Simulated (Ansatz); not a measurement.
`[NH2][Ga]([F])[C]1(F)BN1` + HCl → `[NH2][Ga]([F])[Cl]` + `FC1BN1`  (ligand exchange at a Ga–C bond)

Gas-phase electronic energies from Ansatz, PBE0-D4/def2-TZVP geometries. CCSD(T)/CBS adds triple-zeta CCSD(T) − MP2 to the extrapolated MP2 energy (def2 sets, frozen cores). This one scheme is used for every species. For Ga outer-core shells are correlated without core-valence functions, which leaves a few kJ/mol of doubt a bond. Scalar relativity is left out up to krypton. Each species was taken in one conformer, which may not be the lowest.

| species | CCSD(T)/CBS(def2) energy (Eh) |
| --- | --- |
| `[NH2][Ga]([F])[C]1(F)BN1` | -2298.22470 |
| HCl | -460.38127 |
| `[NH2][Ga]([F])[Cl]` | -2539.54166 |
| `FC1BN1` | -219.10976 |

Question: Work out ΔE.

Answer: ΔE = (-2539.54166) + (-219.10976) − (-2298.22470) − (-460.38127) = -0.04545 Eh = -119.3 kJ/mol.

Question: What do rigid-rotor, harmonic-oscillator terms from PBE0-D4/def2-TZVP frequencies (298.15 K, 1 bar) make of the CCSD(T)/CBS value? (An estimate is asked.)

Answer: Computed: ΔZPE = +13.7 kJ/mol, ΔH = -109.9 kJ/mol, ΔS = 13 J/(mol·K), ΔG = -113.8 kJ/mol. Modes under 50 cm⁻¹ make the entropy rough.

Largest T1 diagnostic among the species: 0.014.

The D4 term adds +6.2 kJ/mol with B3LYP and +3.6 kJ/mol with PBE0; it sums over pairs of atoms, weighted by their polarisabilities, and B3LYP, whose exchange is more repulsive, gets the larger term. At CCSD(T), def2-SVP lies −10.2 kJ/mol from the extrapolated value and def2-TZVPP −3.2 kJ/mol. Leaving LDA and LC-ωPBE aside and taking each functional with its dispersion term where it has one, the values, not all of them listed here, spread over 21.0 kJ/mol, from BHLYP-D4 to BLYP-D4. LDA lies +7.1 kJ/mol from PBE without D4.

B3LYP here is the variant with VWN-RPA as its local correlation; programs differ in this.
